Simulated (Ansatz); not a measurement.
Molecule: sum formula WO2F (charge 0, doublet). The spin state was set by rule; other spins were not relaxed. SMILES of the parent species: [F][W](=[O])=[O]
Geometry from a B3LYP-D3(BJ)/def2-TZVP (Ansatz, a quantum-chemistry and plane-wave program) optimisation:
```xyz
4

W      0.0371     0.0530     0.0500
O      1.5176    -0.5510    -0.5574
O     -0.5169    -0.9189     1.3438
F     -1.1946     0.8711    -1.1097
```
Charge 0, spin multiplicity 2.

Wanted: atomisation energy (electronic, to ground-state atoms), in kJ/mol. Cores are frozen in the correlated levels unless marked. Open shells are spin-unrestricted. No spin-orbit coupling. The frozen core is the preceding noble-gas configuration, with the filled d and f shells of earlier blocks. Past Kr the def2 sets carry scalar-relativistic core potentials. The coupled-cluster limit lacks core correlation, which all-electron functionals hold. CBS(X,Y): correlation extrapolated as X^-3; Hartree-Fock from the larger set. [CCSD(T)-MP2]/basis is that difference in the basis named.

The UHF reference is spin-contaminated (<S^2> 0.20 over the pure value in the largest basis). 

```
level                                                              program  atomisation energy (kJ/mol)
----------------------------------------------------------  --------------  ---------------------------
PBE/def2-TZVPD                                                      Ansatz                            ?
B3LYP-D4/def2-TZVPD                                         Ansatz + dftd4                       1948.5
PBE0-D4/def2-TZVP                                           Ansatz + dftd4                       1924.1
CCSD/def2-TZVPP                                                     Ansatz                            ?
RI-MP2/CBS(def2-TZVPP,def2-QZVPP)+[CCSD(T)-MP2]/def2-TZVPP          Ansatz                       1976.4
```

Complete the blanks.


- PBE/def2-TZVPD, atomisation energy (kJ/mol): 2105.1
- CCSD/def2-TZVPP, atomisation energy (kJ/mol): 1818.9
